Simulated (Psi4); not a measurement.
CH3, doublet, at a GFN2-xTB geometry; Psi4 with B3LYP5/6-31G**.

Input for Psi4:
```
memory 2 GB

molecule {
0 2
C     0.00000000   -0.00000000    0.00000000
H    -0.02827582    1.06704109   -0.00728260
H     0.93823542   -0.50900640    0.00748446
H    -0.90995960   -0.55803469   -0.00020186
}

set {
  basis 6-31g**
  reference uks
  scf_type pk
  puream true
  d_convergence 1e-8
  dft_radial_points 99
  dft_spherical_points 590
}

energy('b3lyp5')
print_variables()
```

What the program printed (banner, timings and long lists left out):

```
   => Loading Basis Set <=

    Name: 6-31G**
    Role: ORBITAL
    Keyword: BASIS

         ---------------------------------------------------------
                                   SCF
               by Justin Turney, Rob Parrish, Andy Simmonett
                          and Daniel G. A. Smith
                              UKS Reference
         ---------------------------------------------------------

  ==> Geometry <==

    Molecular point group: cs
    Full point group: Cs

    Geometry (in Angstrom), charge = 0, multiplicity = 2:

       Center              X                  Y                   Z               Mass
    ------------   -----------------  -----------------  -----------------  -----------------
         C           -0.000000000000     0.000000000000     0.000000000000    12.000000000000
         H            1.067065934689     0.028276085894     0.000000000000     1.007825032230
         H           -0.509045161689    -0.938244242767     0.000000000000     1.007825032230
         H           -0.558020773000     0.909968156873     0.000000000000     1.007825032230

  Running in cs symmetry.

  Rotational constants: A =      9.78662  B =      9.78662  C =      4.89331 [cm^-1]
  Rotational constants: A = 293395.49683  B = 293395.49190  C = 146697.74718 [MHz]
  Nuclear repulsion =    9.782045494317263

  Charge       = 0
  Multiplicity = 2
  Electrons    = 9
  Nalpha       = 5
  Nbeta        = 4

  ==> Algorithm <==

  SCF Algorithm Type is PK.
  DIIS enabled.
  MOM disabled.
  Fractional occupation disabled.
  Guess Type is SAD.
  Energy threshold   = 1.00e-06
  Density threshold  = 1.00e-08
  Integral threshold = 1.00e-12

  ==> Primary Basis <==

  Basis Set: 6-31G**
    Blend: 6-31G**
    Number of shells: 15
    Number of basis functions: 29
    Number of Cartesian functions: 30
    Spherical Harmonics?: true
    Max angular momentum: 2

  ==> DFT Potential <==

   => LibXC <=

    Version 7.1.2
    S. Lehtola, C. Steigemann, M. J. T. Oliveira, and M. A. L. Marques,  SoftwareX 7, 1–5 (2018) (10.1016/j.softx.2017.11.002)

   => Composite Functional: B3LYP5 <=

    B3LYP5 Hyb-GGA Exchange-Correlation Functional

    P. J. Stephens, F. J. Devlin, C. F. Chabalowski, and M. J. Frisch,  J. Phys. Chem. 98, 11623 (1994) (10.1021/j100096a001)

    Deriv               =              1
    GGA                 =           TRUE
    Meta                =          FALSE

    Exchange Hybrid     =           TRUE
    MP2 Hybrid          =          FALSE

   => Exchange Functionals <=

    0.0800   Slater exchange
    0.7200         Becke 88

   => Exact (HF) Exchange <=

    0.2000               HF

   => Correlation Functionals <=

    0.1900   Vosko, Wilk & Nusair (VWN5)
    0.8100   Lee, Yang & Parr

   => LibXC Density Thresholds  <==

    XC_HYB_GGA_XC_B3LYP5:  1.00E-15

   => Molecular Quadrature <=

    Radial Scheme          =       TREUTLER
    Pruning Scheme         =           NONE
    Nuclear Scheme         =       TREUTLER

    Blocking Scheme        =         OCTREE
    BS radius alpha        =              1
    Pruning alpha          =              1
    Radial Points          =             99
    Spherical Points       =            590
    Total Points           =         224367
    Total Blocks           =           1647
    Max Points             =            256
    Max Functions          =             29
    Weights Tolerance      =       1.00E-15

  ==> Integral Setup <==

  Using in-core PK algorithm.
   Calculation information:
      Number of atoms:                   4
      Number of AO shells:              15
      Number of primitives:             30
      Number of atomic orbitals:        30
      Number of basis functions:        29

      Integral cutoff                 1.00e-12
      Number of threads:                 1

  Performing in-core PK
  Using 189660 doubles for integral storage.
  We computed 7260 shell quartets total.
  Whereas there are 7260 unique shell quartets.

[...]
  Reciprocal condition number of the overlap matrix is 7.2867340253E-03.
    Using symmetric orthogonalization.

  ==> Pre-Iterations <==

  SCF Guess: Superposition of Atomic Densities via on-the-fly atomic UHF (no occupation information).

   -------------------------
    Irrep   Nso     Nmo
   -------------------------
     A'        22      22
     A"         7       7
   -------------------------
    Total      29      29
   -------------------------

  ==> Iterations <==

                        Total Energy        Delta E     RMS |[F,P]|

   @UKS iter SAD:   -39.36870228709938   -3.93687e+01   0.00000e+00
   @UKS iter   1:   -39.71538366342199   -3.46681e-01   1.75093e-02 DIIS/ADIIS
   @UKS iter   2:   -39.72455070069218   -9.16704e-03   1.64992e-02 DIIS/ADIIS
   @UKS iter   3:   -39.80923189136884   -8.46812e-02   3.12317e-04 DIIS/ADIIS
   @UKS iter   4:   -39.80928395703307   -5.20657e-05   7.54228e-05 DIIS
   @UKS iter   5:   -39.80928848975513   -4.53272e-06   1.37932e-05 DIIS
   @UKS iter   6:   -39.80928864126940   -1.51514e-07   9.71776e-07 DIIS
   @UKS iter   7:   -39.80928864190006   -6.30664e-10   9.29787e-08 DIIS
   @UKS iter   8:   -39.80928864190497   -4.90985e-12   6.72457e-09 DIIS
  Energy and wave function converged.

  ==> Post-Iterations <==

   Electrons on quadrature grid:
      Nalpha   =    4.9999999909 ; deviation = -9.087e-09
      Nbeta    =    3.9999999957 ; deviation = -4.328e-09
      Ntotal   =    8.9999999866 ; deviation = -1.342e-08

   @Spin Contamination Metric:   3.514104001E-03
   @S^2 Expected:                7.500000000E-01
   @S^2 Observed:                7.535141040E-01
   @S   Expected:                5.000000000E-01
   @S   Observed:                5.000000000E-01

    Orbital Energies [Eh]
    ---------------------

    Alpha Occupied:

[...]
    Alpha Virtual:

[...]
    Beta Occupied:

[...]
       4Ap    -0.404647

    Beta Virtual:

[...]
      22Ap     3.506281

    Final Occupation by Irrep:
             Ap   App
    DOCC [     4,    0 ]
    SOCC [     0,    1 ]
    NA   [     4,    1 ]
    NB   [     4,    0 ]

  @UKS Final Energy:   -39.80928864190497

   => Energetics <=

    Nuclear Repulsion Energy =              9.7820454943172628
    One-Electron Energy =                 -71.8886185949907741
    Two-Electron Energy =                  27.5413499822093399
    DFT Exchange-Correlation Energy =      -5.2440655234407929
    Empirical Dispersion Energy =           0.0000000000000000
    VV10 Nonlocal Energy =                  0.0000000000000000
    Total Energy =                        -39.8092886419049705

  UHF NO Occupations:
  HONO-2 :    3 Ap 1.9997461
  HONO-1 :    4 Ap 1.9987502
  HONO-0 :    1App 1.0000000
  LUNO+0 :    5 Ap 0.0012498
  LUNO+1 :    6 Ap 0.0002539
  LUNO+2 :    7 Ap 0.0002539
  LUNO+3 :    8 Ap 0.0000002

Computation Completed

Properties will be evaluated at   0.000000,   0.000000,   0.000000 [a0]

Properties computed using the SCF density matrix

 Multipole Moments:

 ------------------------------------------------------------------------------------
     Multipole            Electronic (a.u.)      Nuclear  (a.u.)        Total (a.u.)
 ------------------------------------------------------------------------------------

 L = 1.  Multiply by 2.5417464519 to convert [e a0] to [Debye]
 Dipole X            :          0.0000000            0.0000000            0.0000000
 Dipole Y            :          0.0000000            0.0000000            0.0000000
 Dipole Z            :          0.0000000            0.0000000            0.0000000
 Magnitude           :                                                    0.0000000

 ------------------------------------------------------------------------------------

  Variable Map:
  ----------------------------------------------------------------------------
[...]
  Array Variable Map:
  ----------------------------------------------------------------------------
[...]
[...]
```
